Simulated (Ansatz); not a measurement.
Ansatz (a quantum-chemistry and plane-wave program) input:
A basis named .json is the Basis Set Exchange file of that set.

Ansatz 0.2 input:
```yaml
crystal:
  periodic: [false, false, false]
  atoms:
    - {symbol: C, position_ang: [-2.28924103, 0.17293910, -0.79397812]}
    - {symbol: C, position_ang: [-1.13101353, 0.10602049, -0.04874590]}
    - {symbol: C, position_ang: [0.17357968, 0.47972573, -0.37752851]}
    - {symbol: Cl, position_ang: [1.51621046, -0.31874010, 0.58236746]}
    - {symbol: H, position_ang: [-2.28557858, 0.50528537, -1.82785117]}
    - {symbol: H, position_ang: [-3.25641829, 0.04520633, -0.32266307]}
    - {symbol: H, position_ang: [-1.25035997, -0.23427618, 0.98171423]}
    - {symbol: H, position_ang: [0.49682817, 0.55025431, -1.40993166]}
basis:
  gaussian:
    orbitals: cc-pwCVTZ.json
total_charge: -1
magnetization: {spin_polarized: false}
correlation: {method: ccsd_t, electrons: outside_noble_gas}
```

Q: Predict the final energy.

A: -576.19659 Eh (CCSD(T)/cc-pwCVTZ). The run takes about 5 core-minutes (a rough figure).

It need not be the lowest isomer of its formula. Whether it binds its extra electron was not tested at this geometry.
